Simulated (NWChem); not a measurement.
Species: MgICl; SMILES [Cl][Mg][I]

Program: NWChem. All runs use the structure optimised with PBE0/def2-SVP. def2 effective core potentials on I; no spin-orbit coupling. Level: PBE0/def2-SVPD; the question gives the wavelength of the field.

Problem. Predict the results for field static. Quantities: isotropic polarisability (bohr³); anisotropy (bohr³).

Solution. The isotropic polarisability (bohr³) comes out as 73.4 and the anisotropy (bohr³) comes out as 31.7.
